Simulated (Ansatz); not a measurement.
Two isomers of C3H10OSi: A = `C[SiH](C)CO`, B = `CC(C)[SiH2]O`.

Calculated with Ansatz (gas phase, PBE0-D4/def2-TZVP geometries, no zero-point term in ΔE). CBS: MP2 limit from def2 TZ/QZ plus the TZ coupled-cluster correction, frozen cores. Functionals use def2-TZVPP. B3LYP here is the variant with VWN-RPA as its local correlation; programs differ in this. Each species was taken in one conformer, which may not be the lowest.

Task: Which is lower in electronic energy at CCSD(T)/CBS, and by how much? (An estimate is asked.)

Result: Computed: B, by 110.7 kJ/mol.

Task: Give E(B) − E(A) in kJ/mol with CCSD/def2-TZVPP, PBE-D4, r2SCAN-D4, HF/def2-TZVPP, PBE0-D4, B3LYP-D4, B2PLYP. (An estimate is asked.)

Result: Computed: CCSD/def2-TZVPP -111.9, PBE-D4 -93.0, r2SCAN-D4 -101.3, HF/def2-TZVPP -117.6, PBE0-D4 -99.5, B3LYP-D4 -103.7, B2PLYP -107.9. None reverses the order clearly.

Largest T1 diagnostic: 0.010.

From PBE to PBE0 (25 % exact exchange), in def2-TZVPP and without D4, E(B) − E(A) moves by −6.8 kJ/mol.
